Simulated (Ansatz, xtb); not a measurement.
**A geometry optimisation of CH3F2OSi+ with r2SCAN-D4/def2-SVP**

The starting geometry of this gas-phase singlet was built from a drawn formula by distance geometry and a force field; its bonds are those of `[CH2+][Si](O)(F)F`.

```xyz
8

C    -2.6790   -0.3327   -0.1626
F    -1.9262    1.8477    1.3916
F    -0.0918    0.1283    0.7870
O    -0.9085    1.8361   -1.0332
Si   -1.3891    0.8875    0.2621
H    -3.6291   -0.1888    0.2248
H    -2.3908   -1.1555   -0.7925
H    -0.2676    2.4621   -0.7685
```

Question: Where would you expect an optimisation with r2SCAN-D4/def2-SVP to take it?

Answer: A new bond forms, giving a structure given below by its coordinates. Contacts that close: C1–O4 (2.93 → 1.59 Å).

The energy falls by 1.73 eV over 17 steps:

```json
{"step": "1", "E − E(last) (eV)": "1.729"}
{"step": "3", "E − E(last) (eV)": "1.098"}
{"step": "5", "E − E(last) (eV)": "0.756"}
{"step": "6", "E − E(last) (eV)": "0.694"}
{"step": "8", "E − E(last) (eV)": "0.491"}
{"step": "10", "E − E(last) (eV)": "0.090"}
{"step": "12", "E − E(last) (eV)": "0.011"}
{"step": "13", "E − E(last) (eV)": "0.001"}
{"step": "15", "E − E(last) (eV)": "0.000"}
{"step": "17", "E − E(last) (eV)": "0.000"}
```

Final geometry (Å):

```xyz
8

C    -2.3404    0.0986   -0.3981
F    -1.5992    1.8581    1.8371
F     0.1584   -0.0153    1.2302
O    -1.2527    1.1668   -0.8359
Si   -1.1894    0.6954    0.8632
H    -3.3496    0.5268   -0.4604
H    -2.1800   -0.8099   -0.9912
H    -1.5291    1.9639   -1.3361
```

From the same start GFN2-xTB ends elsewhere, at `O[Si+](F)CF`.

No frequencies were run, so the end isn't proven a minimum. Run with Ansatz 0.2.0, 53 s on 1 thread of Intel(R) Xeon(R) 6975P-C (Granite Rapids), with other jobs on the host.
